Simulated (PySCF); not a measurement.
C$_{8}$H$_{12}$, singlet, geometry from GFN2-xTB; CAMB3LYP/STO-3G (PySCF).

PySCF was given this input:
```python
from pyscf import gto, scf, dft

mol = gto.Mole()
mol.atom = '''
    C    -0.66358920   -1.71517626   -0.12221672
    C     0.66074528   -1.71664829   -0.11683953
    C     1.53241546   -0.56622492   -0.52336672
    C     1.52936990    0.56282167    0.53579847
    C     0.66358920    1.71517626    0.12221672
    C    -0.66074528    1.71664829    0.11683953
    C    -1.53241546    0.56622492    0.52336672
    C    -1.52936990   -0.56282167   -0.53579847
    H    -1.18903655   -2.59631458    0.22224305
    H     1.18141807   -2.59894940    0.23186779
    H     1.18892459   -0.15489403   -1.47605256
    H     2.55218053   -0.92666027   -0.66496647
    H     2.54875022    0.92099046    0.68567775
    H     1.17724058    0.15226399    1.48565989
    H     1.18903655    2.59631458   -0.22224305
    H    -1.18141807    2.59894940   -0.23186779
    H    -1.18892459    0.15489403    1.47605256
    H    -2.55218053    0.92666027    0.66496647
    H    -1.17724058   -0.15226399   -1.48565989
    H    -2.54875022   -0.92099046   -0.68567775
'''
mol.basis = 'sto-3g'
mol.verbose = 5
mol.build()

mf = dft.RKS(mol)
mf.xc = 'camb3lyp'
mf.kernel()
```

It wrote (shortened):

```
PySCF version 2.14.0

[INPUT] verbose = 5
[INPUT] max_memory = 4000
[INPUT] num. atoms = 20
[INPUT] num. electrons = 60
[INPUT] charge = 0
[INPUT] spin (= nelec alpha-beta = 2S) = 0
[INPUT] symmetry False subgroup None
[INPUT] Mole.unit = angstrom
[INPUT] Symbol           X                Y                Z      unit          X                Y                Z       unit  Magmom
[...]
[INPUT] ---------------- BASIS SET ----------------
[INPUT] l, kappa, [nprim/nctr], expnt,             c_1 c_2 ...
[INPUT] H
[...]
                                0.62391373        0.53532814
                                0.1688554         0.44463454
[INPUT] C
[...]
                                13.045096         0.53532814
                                3.5305122         0.44463454
[...]
                                0.6834831         0.39951283
                                0.2222899         0.70011547
[...]
                                0.6834831         0.60768372
                                0.2222899         0.39195739

nuclear repulsion = 369.082611807615
number of shells = 36
number of NR pGTOs = 156
number of NR cGTOs = 52
basis = sto-3g
ecp = {}

******** <class 'pyscf.dft.rks.RKS'> ********
method = RKS
initial guess = minao
damping factor = 0
level_shift factor = 0
DIIS = <class 'pyscf.scf.diis.CDIIS'>
diis_start_cycle = 1
diis_space = 8
diis_damp = 0
SCF conv_tol = 1e-09
SCF conv_tol_grad = None
SCF max_cycles = 50
direct_scf = True
direct_scf_tol = 1e-13
XC library pyscf.dft.libxc version 7.1.2
    S. Lehtola, C. Steigemann, M. J. T. Oliveira, and M. A. L. Marques,  SoftwareX 7, 1–5 (2018)
XC functionals = camb3lyp
    T. Yanai, D. P. Tew, and N. C. Handy,  Chem. Phys. Lett. 393, 51 (2004)
radial grids:
    Treutler-Ahlrichs [JCP 102, 346 (1995); DOI:10.1063/1.469408] (M4) radial grids

becke partition: Becke, JCP 88, 2547 (1988); DOI:10.1063/1.454033
pruning grids: <function nwchem_prune>
grids dens level: 3
symmetrized grids: False
atomic radii adjust function: <function treutler_atomic_radii_adjust>
small_rho_cutoff = 0
Set gradient conv threshold to 3.16228e-05
Initial guess from minao.
atom C rad-grids = 75, ang-grids = [ 50  50  50  50  50  50  50  50  50  50  50  50  50  50  50  50  50  50
  50  50  50  50  86  86  86  86  86  86  86  86  86  86 266 266 266 266
 266 266 302 302 302 302 302 302 302 302 302 302 302 302 302 302 302 302
 302 302 302 302 266 266 266 266 266 266 266 266 266 266 266 266 266 266
 266 266 266]
atom H rad-grids = 50, ang-grids = [ 50  50  50  50  50  50  50  50  50  50  50  50  50  50  50  86  86  86
  86 266 266 266 266 266 302 302 302 302 302 302 302 302 302 302 302 302
 302 266 266 266 266 266 266 266 266 266 266 266 266 266]
tot_boxes 4046, boxes in each direction [15 15 12]
Padding 0 grids
tot grids = 230640
nelec by numeric integration = 59.67507697330253
E1 = -1142.589722494568  E2 = 464.0524833203657  Ecoul = 512.4902607310426  Exc = -48.43777741067687
init E= -309.454627366587
cond(S) = 14.682955441850522
[...]
  mo_energy =
[-10.15175645 -10.15149018 -10.15117301 -10.15113626 -10.14040985
 -10.14030839 -10.13892578 -10.13889421  -1.24524963  -1.10454799
  -1.09695846  -0.9023809   -0.8703885   -0.76639115  -0.63226416
  -0.62615257  -0.59406067  -0.53945385  -0.5032094   -0.48273014
  -0.44582929  -0.40931406  -0.40363065  -0.3963558   -0.38821687
  -0.3510652   -0.34221534  -0.30618028  -0.26068765  -0.22790096
   0.02498413   0.06186272   0.27788883   0.29851434   0.32604581
   0.32721476   0.34406845   0.35501084   0.3864144    0.39352364
   0.41339856   0.41718497   0.42214408   0.43136404   0.48241874
   0.49202418   0.49508109   0.51352927   0.59849401   0.61989746
   0.68582441   0.70078113]
nelec by numeric integration = 60.000185098331734
E1 = -1148.6510016258226  E2 = 471.5260333001177  Ecoul = 519.3268948400072  Exc = -47.80086153988949
cycle= 1 E= -308.04235651809  delta_E= 1.41  |g|= 0.183  |ddm|= 5.71
[...]
  mo_energy =
[-10.06319221 -10.06313614 -10.06211267 -10.06205871 -10.013354
 -10.01334351 -10.01310617 -10.01308642  -0.85401451  -0.80199553
  -0.79281243  -0.70109459  -0.68752676  -0.62959166  -0.54276299
  -0.54268013  -0.52378814  -0.48550928  -0.45607744  -0.44918077
  -0.4101175   -0.38994768  -0.38416799  -0.3760599   -0.37184009
  -0.34051315  -0.33605013  -0.30292693  -0.23485421  -0.20689931
   0.1917305    0.22841338   0.41804351   0.42413992   0.45410993
   0.48009867   0.48276986   0.50377921   0.53494201   0.53670542
   0.55144606   0.5625692    0.56568094   0.56945118   0.61501321
   0.62811825   0.63036367   0.63707615   0.74535721   0.77009754
   0.8520104    0.86662044]
nelec by numeric integration = 60.000183119693396
E1 = -1147.1875087934122  E2 = 470.0489902270892  Ecoul = 517.7875163139117  Exc = -47.73852608682258
cycle= 2 E= -308.055906758708  delta_E= -0.0136  |g|= 0.0565  |ddm|= 0.421
[...]
  mo_energy =
[-10.08500648 -10.0849505  -10.08393062 -10.08387628 -10.05980112
 -10.05979205 -10.05955825 -10.05954031  -0.8749241   -0.81736301
  -0.81640984  -0.71951191  -0.70217636  -0.64243791  -0.55620033
  -0.5540751   -0.53734427  -0.50237556  -0.47424747  -0.45982805
  -0.42785322  -0.40651743  -0.39878046  -0.39029549  -0.38571956
  -0.3562717   -0.350913    -0.31915795  -0.26128648  -0.2323253
   0.16619334   0.20200189   0.40202688   0.41605056   0.4449089
   0.45884719   0.46897164   0.48735701   0.5192443    0.5211151
   0.54343896   0.54760678   0.55001603   0.55513094   0.60836395
   0.61356224   0.61784839   0.62982662   0.72313015   0.74771019
   0.82126469   0.83627359]
nelec by numeric integration = 60.00018405823006
E1 = -1147.7280996411644  E2 = 470.5884055237751  Ecoul = 518.344770542979  Exc = -47.75636501920381
cycle= 3 E= -308.057082309774  delta_E= -0.00118  |g|= 0.0125  |ddm|= 0.103
[...]
  mo_energy =
[-10.08102818 -10.0809722  -10.07995169 -10.07989735 -10.05259631
 -10.05258672 -10.05235407 -10.05233575  -0.87079568  -0.81315984
  -0.81283938  -0.71590363  -0.69900726  -0.63956665  -0.55353937
  -0.55158833  -0.53492849  -0.49941069  -0.47110811  -0.45777025
  -0.42450172  -0.40299655  -0.39696361  -0.38753732  -0.38314676
  -0.35368729  -0.34849337  -0.31647335  -0.25696802  -0.22833237
   0.17098918   0.20668831   0.40532208   0.41788137   0.44697184
   0.46302132   0.47188713   0.49093069   0.52285959   0.52409453
   0.5455012    0.55157121   0.55257326   0.5584453    0.61040156
   0.61634145   0.6206091    0.63143148   0.72676639   0.7515386
   0.82642781   0.84139603]
nelec by numeric integration = 60.000183916264206
E1 = -1147.633972708612  E2 = 470.49421495389697  Ecoul = 518.2466310666393  Exc = -47.752416112742345
cycle= 4 E= -308.0571459471  delta_E= -6.36e-05  |g|= 0.00088  |ddm|= 0.0251
[...]
  mo_energy =
[-10.08154375 -10.08148777 -10.08046731 -10.08041298 -10.05238888
 -10.05237921 -10.05214664 -10.05212824  -0.87088765  -0.813355
  -0.81280389  -0.71593209  -0.69911324  -0.63966001  -0.55356303
  -0.55167419  -0.53499215  -0.49946173  -0.47114947  -0.45793157
  -0.42466967  -0.40301912  -0.39706489  -0.38775638  -0.38323416
  -0.35377659  -0.34855456  -0.3165566   -0.25690784  -0.22833361
   0.17103808   0.20674441   0.40523416   0.41779648   0.44683873
   0.46294881   0.47171042   0.49080136   0.52261779   0.52391463
   0.54535457   0.55141569   0.5524474    0.55837164   0.61025183
   0.61622395   0.62044975   0.63129151   0.72679093   0.75153767
   0.82650084   0.84146138]
nelec by numeric integration = 60.000183929971364
E1 = -1147.6379062270541  E2 = 470.4981482098322  Ecoul = 518.2507351927907  Exc = -47.75258698295846
cycle= 5 E= -308.057146209607  delta_E= -2.63e-07  |g|= 0.000248  |ddm|= 0.00142
[...]
  mo_energy =
[-10.08144267 -10.08138668 -10.08036626 -10.08031192 -10.05242279
 -10.05241313 -10.05218056 -10.05216218  -0.87086264  -0.81331249
  -0.81280234  -0.71591823  -0.6990919   -0.63964077  -0.55355534
  -0.55165726  -0.53497776  -0.49945004  -0.47113735  -0.45789764
  -0.42463185  -0.40300976  -0.39704399  -0.38771223  -0.38321645
  -0.35375383  -0.3485376   -0.31653911  -0.25691696  -0.22833863
   0.17104123   0.20673492   0.40525137   0.41781207   0.44686358
   0.46296485   0.47174589   0.49082181   0.52266686   0.52395124
   0.54537852   0.5514427    0.55246933   0.55838082   0.61027709
   0.616244     0.62047639   0.631319     0.72679244   0.75154187
   0.82649196   0.84145194]
nelec by numeric integration = 60.00018392589505
E1 = -1147.6370212426718  E2 = 470.4972632001559  Ecoul = 518.2498224624997  Exc = -47.75255926234376
cycle= 6 E= -308.057146234901  delta_E= -2.53e-08  |g|= 1.33e-05  |ddm|= 0.000444
[...]
  mo_energy =
[-10.08144419 -10.0813882  -10.08036778 -10.08031344 -10.05242336
 -10.0524137  -10.05218113 -10.05216275  -0.87086441  -0.81331328
  -0.81280469  -0.71591994  -0.69909256  -0.63964129  -0.55355671
  -0.5516577   -0.53497864  -0.49945081  -0.47113855  -0.45789798
  -0.42463259  -0.40301073  -0.39704433  -0.38771292  -0.38321688
  -0.35375463  -0.34853793  -0.31653983  -0.2569186   -0.22834082
   0.17104167   0.20673475   0.4052507    0.41781177   0.44686339
   0.46296355   0.47174556   0.49082158   0.52266591   0.52395093
   0.54537929   0.55144235   0.55246906   0.55838057   0.61027791
   0.61624399   0.620477     0.63131923   0.72679085   0.75154059
   0.82649055   0.8414508 ]
nelec by numeric integration = 60.00018392578215
E1 = -1147.6370645182633  E2 = 470.4973064755991  Ecoul = 518.2498688422372  Exc = -47.75256236663816
cycle= 7 E= -308.057146235049  delta_E= -1.48e-10  |g|= 1.25e-06  |ddm|= 3.71e-05
[...]
  mo_energy =
[-10.08144423 -10.08138824 -10.08036782 -10.08031348 -10.05242335
 -10.05241369 -10.05218113 -10.05216275  -0.87086439  -0.81331331
  -0.81280466  -0.71591997  -0.69909259  -0.63964134  -0.55355666
  -0.55165767  -0.53497861  -0.4994508   -0.47113848  -0.45789804
  -0.42463261  -0.40301075  -0.39704436  -0.38771293  -0.38321688
  -0.35375465  -0.34853801  -0.31653979  -0.2569186   -0.22834084
   0.17104169   0.20673474   0.40525071   0.41781177   0.44686335
   0.46296357   0.47174556   0.49082155   0.52266589   0.5239509
   0.54537923   0.55144235   0.55246905   0.55838051   0.61027778
   0.61624397   0.62047696   0.63131913   0.7267909    0.75154062
   0.82649054   0.84145078]
nelec by numeric integration = 60.000183925767125
E1 = -1147.6370647111598  E2 = 470.4973066684934  Ecoul = 518.249869155868  Exc = -47.75256248737463
Extra cycle  E= -308.057146235051  delta_E= -2.27e-12  |g|= 4.22e-07  |ddm|= 3.06e-06
converged SCF energy = -308.057146235051
```
